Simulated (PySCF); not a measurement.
Si(Cl)3(OH) (Cl₃HOSi), SMILES Cl[Si](Cl)(O)Cl. Atoms are numbered in the order given.

```xyz
6

O      0.1069    -1.9015     0.0000
Si     0.0159    -0.2699     0.0000
Cl    -0.9726     0.4182    -1.6513
Cl     1.9239     0.4218     0.0000
Cl    -0.9726     0.4182     1.6513
H     -0.7168    -2.4001     0.0000
```

Geometry optimised at PBE0-D3(BJ)/def2-SVP. The values are those of a single conformer.

Calculation: PBE/def2-TZVP (PySCF).

Symmetry labels are those of the subgroup Cs that the program uses (full group Cs).

Computed valence orbital energies around the gap with their symmetry:
```json
[
 {"orbital": "HOMO−7", "symmetry": "A'", "energy (eV)": "-9.75"},
 {"orbital": "HOMO−6", "symmetry": "A\"", "energy (eV)": "-8.98"},
 {"orbital": "HOMO−5", "symmetry": "A'", "energy (eV)": "-8.85"},
 {"orbital": "HOMO−4", "symmetry": "A'", "energy (eV)": "-8.75"},
 {"orbital": "HOMO−3", "symmetry": "A\"", "energy (eV)": "-8.71"},
 {"orbital": "HOMO−2", "symmetry": "A'", "energy (eV)": "-8.16"},
 {"orbital": "HOMO−1", "symmetry": "A\"", "energy (eV)": "-7.94"},
 {"orbital": "HOMO", "symmetry": "A\"", "energy (eV)": "-7.89"},
 {"orbital": "LUMO", "symmetry": "A'", "energy (eV)": "-1.22"},
 {"orbital": "LUMO+1", "symmetry": "A'", "energy (eV)": "-0.44"},
 {"orbital": "LUMO+2", "symmetry": "A'", "energy (eV)": "0.23"},
 {"orbital": "LUMO+3", "symmetry": "A\"", "energy (eV)": "0.46"}
]
```
